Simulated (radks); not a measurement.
Values are calculated unless marked as measured or tabulated.
Fractional charge and spin in the 6s shell of tungsten: the spin-up occupation runs from 0 to 1 and the spin-down occupation from 0 to 1; the fullest corner is W, [Xe] 4f14 5d(up 2, down 2) 6s(up 1, down 1). Level of theory: scalar-relativistic Kohn-Sham, PBEsol, spin-polarised, spherical densities, point nucleus (a radial shooting solver on a logarithmic mesh with Libxc functionals). Energy (eV) above the fullest corner. The planes named below are the two flat planes that join the four corners, with an edge along up + down = one added electron.

down \ up       0     0.5      1
0          24.621  15.830  8.699
0.5        15.830   8.925  3.603
1           8.699   3.603  0.000

Corners above the fullest one (they belong to W+ and the next ion): (up 1, down 0) 8.699 eV, (up 0, down 1) 8.699 eV, (up 0, down 0) 24.621 eV. With half an added electron in each spin the energy lies 0.226 eV from the planes, and with half an added electron in spin up alone -0.830 eV. The planes are only a guide here: the flat-plane condition holds for ground states with one frontier orbital, while this shell lies below other occupied shells, so the corners above the fullest one are inner-hole states and not the ground states of those ions.
